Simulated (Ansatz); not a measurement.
`C[NH2+][B-](O)(O)O` → `[CH2]` (triplet) + `[NH3+][B-](O)(O)O`  (formal loss of a carbene)

Gas-phase electronic energies from Ansatz, PBE0-D4/def2-TZVP geometries. CCSD(T)/CBS adds triple-zeta CCSD(T) − MP2 to the extrapolated MP2 energy (def2 sets, frozen cores). This one scheme is used for every species. Functionals use def2-TZVPP. B3LYP here is the variant with VWN-RPA as its local correlation; programs differ in this. Triplets are unrestricted, without spin–orbit coupling. Each species was taken in one conformer, which may not be the lowest.

| level | ΔE (eV) |
| --- | --- |
| B3LYP-D4 | 4.22 |
| MP2/def2-SVP | 4.25 |

(1) What does CCSD(T)/CBS give? (Estimate.)

Largest T1 diagnostic among the species: 0.011.

Answers

(1) Computed: +4.28 eV. The listed levels differ from it by -0.06, -0.03 eV.

Leaving LDA and LC-ωPBE aside and taking each functional with its dispersion term where it has one, the values, not all of them listed here, spread over 0.42 eV, from r2SCAN0-D4 to ωB97X-V. LDA lies +0.80 eV from PBE without D4. From r2SCAN to r2SCAN0 (25 % exact exchange), in def2-TZVPP and without D4, ΔE moves by −0.04 eV. The D4 term adds +0.12 eV with B3LYP and +0.07 eV with PBE0; it sums over pairs of atoms, weighted by their polarisabilities, and B3LYP, whose exchange is more repulsive, gets the larger term.

CCSD(T)/CBS has its own doubt, a few kJ/mol and more with outer-core shells, so smaller differences from it don't rank the levels.
